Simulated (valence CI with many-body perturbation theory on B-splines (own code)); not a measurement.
## E1 transitions of La

Method: configuration interaction combined with many-body perturbation theory (CI+MBPT): three valence electrons over a frozen Dirac-Fock core [Xe], radial functions for each j: 7 s, 7 p, 7 d, 7 f, 4 g, 2 h, with the one-electron correlation potential Σ1 (screened to all orders), the two-electron term Σ2, the three-electron term Σ3, Breit, model QED; selected single and double excitations, second order for the rest, scaled by the run's own slope (own B-spline code, finite nucleus).

Set against measurement, 62 paired levels are off by 609 cm⁻¹ on average, the worst by 1408. These come from a selection out of the NIST Handbook of Basic Atomic Spectroscopic Data. Levels without a partner in it may be off by more, other configurations by several thousand cm⁻¹. 6 measured levels below the end of the list, from 15197 cm⁻¹ on, found no clear computed partner.

Lines 251 to 300 of 566 in falling wavelength, among levels below 34338 cm⁻¹, chosen from the strongest by gf and those to the six lowest levels. Wavelengths and rates use the calculated energies, so an error of 600 cm⁻¹ moves a line at 680.0 nm by 4.1 % and its rate by three times that or more. Electric multipoles are in the length gauge, E1 and E2 with the static RPA response of the core. Weak lines are less certain than strong ones. Lines between different terms over intervals too small for the method are left out, as are lines whose strength nearly cancels and 6 of this kind that miss the measured wavelength by over 7 %. Where a level lies close to another of its J and parity, the split of strength between their lines is uncertain. The highest levels of a list are the least certain.

Names give the largest LS component (configuration and term), which can be under half, so a name can repeat, a term be missing and a line seem to break the LS rules; names also repeat where a configuration has a term twice. Letters in brackets count levels of one name in rising energy.

| λ vac (nm) | λ from measured levels | Upper | Lower | A (s⁻¹) | S (a.u.) with core polarisation | S without |
| --- | --- | --- | --- | --- | --- | --- |
| 681.0 |  | 5d²6p ⁴G°_5/2 [b] | 5d²6s ⁴F_7/2 | 8.21e+05 | 7.68e-01 | 8.37e-01 |
| 680.7 |  | 4f5d6s ⁴H°_9/2 | 5d²6s ²G_7/2 | 3.92e+06 | 6.10e+00 | 6.29e+00 |
| 680.6 |  | 5d²6d ²P_1/2 [a] | 5d²6p ²D°_3/2 [a] | 2.53e+07 | 7.87e+00 | 7.93e+00 |
| 680.0 | 654.5 | 5d²6p ⁴G°_5/2 [a] | 5d²6s ⁴F_3/2 | 1.66e+07 | 1.55e+01 | 1.63e+01 |
| 679.1 |  | 5d²6d ⁴P_3/2 | 5d²6p ²D°_5/2 [a] | 8.31e+06 | 5.14e+00 | 5.10e+00 |
| 678.8 | 661.8 | 5d²6p ⁴G°_7/2 | 5d²6s ⁴F_7/2 | 2.96e+06 | 3.65e+00 | 3.90e+00 |
| 677.5 |  | 5d²7s ⁴F_9/2 | 5d6s6p ⁴F°_9/2 | 3.46e+06 | 5.30e+00 | 5.28e+00 |
| 676.8 | 675.5 | 5d6s6p ⁴F°_5/2 | 5d6s² ²D_3/2 | 1.24e+06 | 1.14e+00 | 1.22e+00 |
| 675.4 |  | 4f6s6p ⁴G_7/2 | 5d6s6p ⁴F°_9/2 | 4.45e+06 | 5.41e+00 | 5.54e+00 |
| 674.4 |  | 5d²6d ²F_7/2 | 5d²6p ²D°_5/2 [a] | 5.57e+06 | 6.75e+00 | 6.87e+00 |
| 673.9 | 666.3 | 5d²6p ⁴G°_9/2 | 5d²6s ⁴F_9/2 | 3.84e+06 | 5.80e+00 | 6.23e+00 |
| 671.8 |  | 5d²6d ⁴G_11/2 | 5d²6p ⁴G°_11/2 | 2.41e+07 | 4.32e+01 | 4.36e+01 |
| 671.3 |  | 5d²6p ²F°_5/2 [d] | 5d³ ²G_7/2 | 9.38e+06 | 8.40e+00 | 8.61e+00 |
| 668.7 |  | 4f6s6p ²G_9/2 | 5d²6p ⁴G°_9/2 | 5.11e+06 | 7.54e+00 | 7.57e+00 |
| 667.5 | 665.3 | 5d6s6p ²D°_3/2 | 5d6s² ²D_3/2 | 2.48e+06 | 1.46e+00 | 1.70e+00 |
| 666.8 |  | 5d6s7s ²D_5/2 | 5d²6p ²D°_3/2 [a] | 3.44e+06 | 3.02e+00 | 3.01e+00 |
| 666.7 |  | 5d²7s ⁴F_9/2 | 5d6s6p ⁴D°_7/2 | 3.21e+06 | 4.70e+00 | 5.04e+00 |
| 666.5 |  | 5d²7s ²F_7/2 | 5d6s6p ⁴F°_9/2 | 2.90e+06 | 3.39e+00 | 3.35e+00 |
| 666.4 |  | 5d²7s ²F_5/2 | 5d²6p ²F°_5/2 [a] | 5.84e+06 | 5.11e+00 | 5.02e+00 |
| 666.3 |  | 5d6s7s ⁴D_5/2 [a] | 5d6s6p ⁴F°_7/2 | 9.20e+06 | 8.06e+00 | 7.87e+00 |
| 663.9 | 655.7 | 5d²6p ⁴D°_7/2 [a] | 5d²6s ²F_7/2 | 2.54e+06 | 2.93e+00 | 3.08e+00 |
| 662.5 |  | 5d6s7s ²D_5/2 | 5d²6p ⁴G°_5/2 [b] | 4.78e+06 | 4.12e+00 | 4.14e+00 |
| 660.6 |  | 5d6s7s ⁴D_7/2 | 5d6s6p ⁴F°_9/2 | 1.91e+07 | 2.18e+01 | 2.10e+01 |
| 660.0 |  | 5d²6d ⁴G_7/2 | 5d²6p ⁴G°_7/2 | 8.45e+06 | 9.59e+00 | 9.65e+00 |
| 659.6 |  | 5d²6p ⁴G°_5/2 [b] | 5d²6s ⁴F_5/2 | 2.36e+06 | 2.00e+00 | 2.19e+00 |
| 658.4 |  | 5d²6d ⁴H_9/2 | 5d²6p ⁴G°_7/2 | 2.60e+07 | 3.67e+01 | 3.66e+01 |
| 658.2 |  | 5f6s6p ⁴D_7/2 | 5d²6p ⁴G°_7/2 | 2.62e+06 | 2.94e+00 | 2.98e+00 |
| 657.5 | 641.3 | 5d²6p ⁴G°_7/2 | 5d²6s ⁴F_5/2 | 2.32e+07 | 2.60e+01 | 2.75e+01 |
| 657.4 |  | 5d²6d ⁴G_9/2 | 5d²6p ⁴G°_9/2 | 1.88e+07 | 2.63e+01 | 2.65e+01 |
| 657.1 |  | 5d²6d ⁴H_11/2 | 5d²6p ⁴G°_9/2 | 4.82e+07 | 8.10e+01 | 8.09e+01 |
| 655.4 | 659.5 | 5d²6p ²D°_3/2 [a] | 5d²6s ⁴F_5/2 | 5.35e+06 | 2.97e+00 | 3.30e+00 |
| 654.3 |  | 5d²6p ²F°_5/2 [a] | 5d6s² ²D_3/2 | 1.05e+07 | 8.70e+00 | 8.68e+00 |
| 653.5 |  | 5d6s7s ⁴D_3/2 | 5d6s6p ⁴F°_5/2 | 1.51e+07 | 8.31e+00 | 8.14e+00 |
| 652.2 |  | 5d²6d ²D_5/2 | 5d²6p ²D°_5/2 [a] | 7.28e+06 | 5.98e+00 | 6.00e+00 |
| 650.9 |  | 5d²6d ²F_7/2 | 5d6s6p ²F°_7/2 | 3.12e+06 | 3.39e+00 | 3.52e+00 |
| 650.3 |  | 5d6s7s ⁴D_7/2 | 5d6s6p ⁴D°_7/2 | 1.32e+07 | 1.44e+01 | 1.43e+01 |
| 649.3 |  | 5d6s7s ⁴D_1/2 | 5d6s6p ⁴D°_3/2 | 2.60e+07 | 7.02e+00 | 6.88e+00 |
| 649.2 |  | 5d²6p ⁴D°_7/2 [b] | 5d²6s ²D_5/2 | 2.70e+06 | 2.91e+00 | 3.29e+00 |
| 648.8 |  | 4f5d6s ⁴H°_11/2 | 5d²6s ²G_9/2 | 4.46e+06 | 7.21e+00 | 7.17e+00 |
| 648.1 |  | 5d6s7s ⁴D_5/2 [a] | 5d6s6p ⁴D°_3/2 | 4.15e+06 | 3.34e+00 | 3.63e+00 |
| 646.3 |  | 5d6s6p ²F°_7/2 | 5d²6s ⁴F_7/2 | 1.13e+06 | 1.21e+00 | 1.29e+00 |
| 646.2 | 639.6 | 5d²6p ⁴G°_9/2 | 5d²6s ⁴F_7/2 | 3.08e+07 | 4.11e+01 | 4.37e+01 |
| 646.2 |  | 5d²6p ²H°_9/2 | 5d²6s ²G_7/2 | 9.78e+06 | 1.30e+01 | 1.39e+01 |
| 644.9 |  | 5d²6p ⁴G°_5/2 [b] | 5d²6s ⁴F_3/2 | 7.08e+06 | 5.62e+00 | 6.12e+00 |
| 643.1 |  | 5d²6d ²F_7/2 | 5d6s6p ⁴P°_5/2 | 3.70e+06 | 3.89e+00 | 3.83e+00 |
| 642.7 |  | 5d²6d ⁴G_5/2 | 5d²6p ⁴G°_5/2 [a] | 1.21e+07 | 9.54e+00 | 9.67e+00 |
| 642.7 |  | 5d²6d ⁴H_7/2 [a] | 5d²6p ⁴G°_5/2 [a] | 2.57e+07 | 2.69e+01 | 2.66e+01 |
| 641.1 |  | 5d²6d ²G_9/2 | 5d6s6p ²F°_7/2 | 2.13e+07 | 2.77e+01 | 2.88e+01 |
| 640.8 | 645.0 | 5d²6p ²D°_3/2 [a] | 5d²6s ⁴F_3/2 | 3.27e+06 | 1.70e+00 | 1.89e+00 |
| 640.7 | 656.7 | 6s²6p ²P°_3/2 | 5d6s² ²D_5/2 | 2.06e+06 | 1.07e+00 | 1.31e+00 |
